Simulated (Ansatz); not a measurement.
The cluster CoI2. Total charge 0; sextet. Geometry PBE0-D4/def2-TZVP; atoms count from 1.

Cartesian coordinates in Å:
```
Co -0.022 -1.046 1.008
I -1.594 0.640 -0.418
I 1.616 0.406 -0.590
```

In the def2 sets I takes a core potential; there is no spin–orbit coupling. In the sextet, I2 and I3 lie 3.22 Å apart (atoms count from 1), so these atoms are partly bonded to each other. At PBE0-D4/def2-TZVP a quartet of charge 0 lies 2.71 eV below the sextet, each at its own geometry. The structure comes from a short search, and lower isomers may exist.

**Question.** Estimate the Mulliken populations from the PBE0/def2-TZVP orbitals of Ansatz.

**Answer.** 
```csv
atom,charge (e),spin (α − β),d electrons
Co1,0.24,3.76,7.21
I2,-0.12,0.62,–
I3,-0.12,0.62,–
```
Mulliken values and Mayer orders depend strongly on the basis.

**Question.** Where does the spin sit?

**Answer.** Summed by element: Co 3.76, I 1.24, of 5 unpaired in all. Largest on single atoms: Co1 3.76, I2 0.62, I3 0.62.

**Question.** And the Mayer bond orders between bonded heavy atoms (over 0.3)?

**Answer.** Co1–I2 0.60 (2.71 Å); Co1–I3 0.60 (2.71 Å); I2–I3 0.50 (3.22 Å).
